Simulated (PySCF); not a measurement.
NICS in isomers of C7H6N2O.

Probes without a nucleus sit at each ring's centroid and 1 Å off its mean plane on both sides; NICS is minus the shielding there, NICSzz its component along the normal. Level: GIAO PBE0/pcSseg-1 (PySCF, non-relativistic, gas phase) on the GFN2-xTB geometries, one conformer each. Atom numbers follow the mapped SMILES.

Question: Order these rings by mean NICS(1)zz, lowest (most negative) first (ppm).
A. ring C2–C3–C4–C9–O10 in `[NH2:1][c:2]1[cH:3][c:4]2[cH:5][cH:6][n:7][cH:8][c:9]2[o:10]1`
B. ring C5–C6–N7–C8–C9–C10 in `[NH2:1][c:2]1[cH:3][o:4][c:5]2[cH:6][n:7][cH:8][cH:9][c:10]12`
C. ring C5–N6–C7–C8–O9 in `[cH:1]1[cH:2][cH:3][n:4](-[c:5]2[n:6][cH:7][cH:8][o:9]2)[cH:10]1`
D. ring C3–N4–O5–C6–C7 in `[N:1]#[C:2][c:3]1[n:4][o:5][cH:6][c:7]1[CH:8]1[CH2:9][CH2:10]1`
E. ring C3–C4–N5–N6–C7–C8 in `[CH:1]#[C:2][c:3]1[cH:4][n:5][n:6][cH:7][c:8]1[O:9][CH3:10]`

Answer: B (-30.1), D (-26.5), E (-25.4), C (-22.4), A (-18.7).

| SMILES | ring | NICS(0) | NICS(1) | NICS(1)zz | HOMA | rms pucker (Å) | ring atoms with four or more neighbours |
| --- | --- | --- | --- | --- | --- | --- | --- |
| Nc1coc2cnccc12 | 6-membered ring with N; formal bonds all aromatic | -9.8 | -11.9 | -30.1 | 0.96 | 0.00 | 0 |
| N#Cc1nocc1C1CC1 | 5-membered ring with N and O; formal bonds all aromatic | -12.5 | -11.4 | -26.5 | 0.62 | 0.00 | 0 |
| C#Cc1cnncc1OC | 6-membered ring with 2 N; formal bonds all aromatic | -6.7 | -11.0 | -25.4 | 0.96 | 0.00 | 0 |
| c1ccn(-c2ncco2)c1 | 5-membered ring with N and O; formal bonds all aromatic | -10.2 | -8.7 | -22.4 | 0.41 | 0.00 | 0 |
| Nc1cc2ccncc2o1 | 5-membered ring with O; formal bonds all aromatic | -9.8 | -8.4 | -18.7 | 0.30 | 0.00 | 0 |

NICS(0) gives another order. The isotropic NICS(1) gives the same order. Over the 5 rings with a HOMA value its correlation coefficient with NICS(1)zz is -0.85. HOMA uses Krygowski's 1993 parameters. NICS(1) and NICS(1)zz are means over the two faces.
